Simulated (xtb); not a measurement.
C$_{6}$H$_{12}$O, triplet, geometry from GFN2-xTB (a higher spin typed on purpose: for a closed-shell molecule this is an excited state); GFN1-xTB run with xtb.

The xtb input:
```
$ xtb mol.xyz --gfn 1 --uhf 2 --acc 0.0001 --json

# file mol.xyz
19

C     -2.02710707    -1.59725888     0.34700618
C     -1.02880172    -0.45301862     0.56166129
C     -1.64092248     0.88290346     0.19633512
C      0.22064222    -0.69947597    -0.28703456
C      1.24750457     0.39780181    -0.01819008
C      2.62679557     0.06941484    -0.56263552
O      0.86172848     1.64434124    -0.09320444
H     -1.58715923    -2.54675061     0.64155769
H     -2.91896676    -1.42676290     0.94471751
H     -2.31757531    -1.65885591    -0.69948011
H     -0.73359141    -0.43684547     1.61579681
H     -2.13147259     0.85266467    -0.77403501
H     -2.32410619     1.25905767     0.95208232
H     -0.78146328     1.59319678     0.11443064
H     -0.05850937    -0.70929999    -1.35207859
H      0.67275280    -1.66213613    -0.04469136
H      3.30615374     0.87232885    -0.28969154
H      2.62016321    -0.02585255    -1.65484270
H      2.97127975    -0.86767403    -0.13098446
```

Output, abridged:

```
   ID    Z sym.   atoms
    1    6 C      1-6
    2    8 O      7
    3    1 H      8-19

           -------------------------------------------------
          |                Calculation Setup                |
           -------------------------------------------------

           -------------------------------------------------
          |                 G F N 1 - x T B                 |
           -------------------------------------------------

          ...................................................
          :                      SETUP                      :
          :.................................................:
          :  # basis functions                  52          :
          :  # atomic orbitals                  52          :
          :  # shells                           38          :
          :  # electrons                        42          :
          :  # halogen bonds                     0          :
          :  max. iterations                   250          :
          :  Hamiltonian                  GFN1-xTB          :
          :  restarted?                      false          :
          :  GBSA solvation                  false          :
          :  PC potential                    false          :
          :  electronic temp.          300.0000000     K    :
          :  accuracy                    0.0001000          :
          :  -> integral cutoff          0.6500000E+02      :
          :  -> integral neglect         0.1000000E-11      :
          :  -> SCF convergence          0.1000000E-09 Eh   :
          :  -> wf. convergence          0.2000000E-08 e    :
          :  Broyden damping             0.4000000          :
          :  net charge                          0          :
          :  unpaired electrons                  2          :
          ...................................................

 iter      E             dE          RMSdq      gap      omega  full diag
   1    -23.9409093 -0.239409E+02  0.774E+00    3.23       0.0  T
   2    -23.9804921 -0.395828E-01  0.479E+00    3.78       1.0  T
   3    -23.9613250  0.191671E-01  0.114E+00    4.31       1.0  T
   4    -23.9868403 -0.255153E-01  0.217E-01    4.09       1.0  T
   5    -23.9872292 -0.388870E-03  0.218E-02    4.05       1.1  T
   6    -23.9872350 -0.585802E-05  0.248E-03    4.05       9.3  T
   7    -23.9872351 -0.225634E-07  0.101E-03    4.05      22.7  T
   8    -23.9872351 -0.367193E-08  0.171E-04    4.05     134.4  T
   9    -23.9872351 -0.176833E-09  0.839E-05    4.05     273.3  T
  10    -23.9872351 -0.135820E-10  0.129E-05    4.05    1785.1  T
  11    -23.9872351 -0.564881E-12  0.304E-06    4.05    7550.9  T
  12    -23.9872351 -0.639488E-13  0.704E-07    4.05   32602.0  T
  13    -23.9872351 -0.248690E-13  0.245E-07    4.05   93526.1  T
  14    -23.9872351  0.603961E-13  0.849E-08    4.05  100000.0  T
  15    -23.9872351 -0.852651E-13  0.231E-09    4.05  100000.0  T
  16    -23.9872351 -0.142109E-13  0.438E-10    4.05  100000.0  T

   *** convergence criteria satisfied after 16 iterations ***

 transition dipole moment (au) for excitation:          21          22
     X       Y       Z
   0.0899   0.0429   0.0132  total (au/Debye):    0.101   0.256
 dE (eV)             :    3.447
 oscillator strength :  0.12069E-02

         :::::::::::::::::::::::::::::::::::::::::::::::::::::
         ::                     SUMMARY                     ::
         :::::::::::::::::::::::::::::::::::::::::::::::::::::
         :: total energy             -23.716260688720 Eh    ::
         :: gradient norm              0.019230418177 Eh/a0 ::
         :: HOMO-LUMO gap              4.046571413461 eV    ::
         ::.................................................::
         :: SCC energy               -23.987235066019 Eh    ::
         :: -> electrostatic           0.042289571148 Eh    ::
         :: repulsion energy           0.278298819302 Eh    ::
         :: dispersion energy         -0.007324442002 Eh    ::
         :: halogen bond corr.         0.000000000000 Eh    ::
         :: add. restraining           0.000000000000 Eh    ::
         :: total charge              -0.000000000000 e     ::
         :::::::::::::::::::::::::::::::::::::::::::::::::::::

           -------------------------------------------------
          |                Property Printout                |
           -------------------------------------------------

    * Orbital Energies and Occupations

         #    Occupation            Energy/Eh            Energy/eV
      -------------------------------------------------------------
         1        2.0000           -0.7482326             -20.3604
       ...           ...                  ...                  ...
        10        2.0000           -0.5565415             -15.1443
        11        2.0000           -0.5449865             -14.8298
        12        2.0000           -0.5305031             -14.4357
        13        2.0000           -0.5258083             -14.3080
        14        2.0000           -0.5230490             -14.2329
        15        2.0000           -0.5185737             -14.1111
        16        2.0000           -0.5057000             -13.7608
        17        2.0000           -0.4995231             -13.5927
        18        2.0000           -0.4900903             -13.3360
        19        2.0000           -0.4831493             -13.1472
        20        2.0000           -0.4811703             -13.0933
        21        1.0000           -0.4145039             -11.2792
        22        1.0000           -0.2878184              -7.8319 (HOMO)
        23                         -0.1391097              -3.7854 (LUMO)
        24                         -0.1324364              -3.6038
        25                         -0.1251750              -3.4062
        26                         -0.1165385              -3.1712
        27                         -0.1036365              -2.8201
        28                         -0.0802559              -2.1839
        29                         -0.0707114              -1.9242
        30                         -0.0680408              -1.8515
        31                         -0.0566407              -1.5413
        32                         -0.0554959              -1.5101
        33                         -0.0481440              -1.3101
       ...                                ...                  ...
        52                          0.4700694              12.7912
      -------------------------------------------------------------
                  HL-Gap            0.1487088 Eh            4.0466 eV
             Fermi-level           -0.3306506 Eh           -8.9975 eV

  Mulliken/CM5 charges         n(s)   n(p)   n(d)
     1C    -0.08238 -0.23326   1.013  3.069  0.000
     2C     0.01355 -0.06016   1.053  2.933  0.000
     3C    -0.08649 -0.23249   1.036  3.050  0.000
     4C    -0.03454 -0.13581   1.056  2.979  0.000
     5C     0.17866  0.18689   1.050  2.771  0.000
     6C    -0.05762 -0.20063   1.021  3.037  0.000
     7O    -0.47354 -0.54652   1.786  4.688  0.000
     8H     0.03545  0.08785   0.965  0.000  0.000
     9H     0.03857  0.09103   0.961  0.000  0.000
    10H     0.03449  0.08741   0.966  0.000  0.000
    11H     0.02906  0.08850   0.971  0.000  0.000
    12H     0.03705  0.09074   0.963  0.000  0.000
    13H     0.03908  0.09166   0.961  0.000  0.000
    14H     0.14438  0.22620   0.856  0.000  0.000
    15H     0.03938  0.09637   0.961  0.000  0.000
    16H     0.02515  0.08211   0.975  0.000  0.000
    17H     0.05338  0.10846   0.947  0.000  0.000
    18H     0.04093  0.09327   0.959  0.000  0.000
    19H     0.02544  0.07837   0.975  0.000  0.000

Wiberg/Mayer (AO) data.
largest (>0.10) Wiberg bond orders for each atom

 ---------------------------------------------------------------------------
     #   Z sym  total        # sym  WBO       # sym  WBO       # sym  WBO
 ---------------------------------------------------------------------------
     1   6 C    3.993 --    10 H    0.987     8 H    0.985     9 H    0.984
                             2 C    0.964
     2   6 C    3.992 --     3 C    1.029     4 C    0.981    11 H    0.972
                             1 C    0.964
     3   6 C    3.976 --     2 C    1.029    12 H    0.981    13 H    0.978
                            14 H    0.793
     4   6 C    3.974 --     2 C    0.981    16 H    0.977    15 H    0.958
                             5 C    0.893
     5   6 C    3.353 --     7 O    1.433     6 C    0.902     4 C    0.893
     6   6 C    3.974 --    19 H    0.982    17 H    0.979    18 H    0.965
                             5 C    0.902
     7   8 O    1.930 --     5 C    1.433    14 H    0.161
     8   1 H    1.004 --     1 C    0.985
     9   1 H    1.004 --     1 C    0.984
    10   1 H    1.004 --     1 C    0.987
    11   1 H    1.009 --     2 C    0.972
    12   1 H    1.003 --     3 C    0.981
    13   1 H    1.002 --     3 C    0.978
    14   1 H    0.993 --     3 C    0.793     7 O    0.161
    15   1 H    1.002 --     4 C    0.958
    16   1 H    1.016 --     4 C    0.977
    17   1 H    1.012 --     6 C    0.979
    18   1 H    1.002 --     6 C    0.965
    19   1 H    1.018 --     6 C    0.982
 ---------------------------------------------------------------------------

Topologies differ in total number of bonds
Writing topology from bond orders to xtbtopo.mol

 dipole moment from electron density (au)
     X       Y       Z
  -0.4652  -1.3641  -0.1518  total (Debye):    3.683

           -------------------------------------------------
          | TOTAL ENERGY              -23.716260688720 Eh   |
          | GRADIENT NORM               0.019230418177 Eh/α |
          | HOMO-LUMO GAP               4.046571413461 eV   |
           -------------------------------------------------

normal termination of xtb
```
